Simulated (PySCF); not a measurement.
Stepwise substitution at one centre (B Br-OH). All species are isolated molecules in the gas phase. One relaxed conformer stands for each flexible species; it need not be the lowest. Strings in code marks are SMILES.

Level of theory: ωB97X-D3(BJ)/def2-TZVP // PBE0-D3(BJ)/def2-TZVP (PySCF). Excitations are Tamm–Dancoff values on a coarser integration grid. The basis has no diffuse functions, so Rydberg states are missing or too high.

| species | S1 excitation (TDA) (eV) | HOMO–LUMO gap (eV) |
|---|---|---|
| 0 of 3 Br replaced by OH | 5.16 | 10.71 |
| 1 of 3 Br replaced by OH (`OB(Br)Br` (H–O–B–Br torsion 0°)) | (withheld) | 12.24 |
| 2 of 3 Br replaced by OH (`OB(O)Br` (H–O–B–Br torsion -180°, Br–B–O–H torsion 180°)) | 7.90 | 12.28 |
| 3 of 3 Br replaced by OH (`OB(O)O`) | (withheld) | 14.36 |

Question: What belongs in the gaps?

Answer: 
- 1 of 3 Br replaced by OH (`OB(Br)Br` (H–O–B–Br torsion 0°)), S1 excitation (TDA) (eV): 6.54
- 3 of 3 Br replaced by OH (`OB(O)O`), S1 excitation (TDA) (eV): 8.67
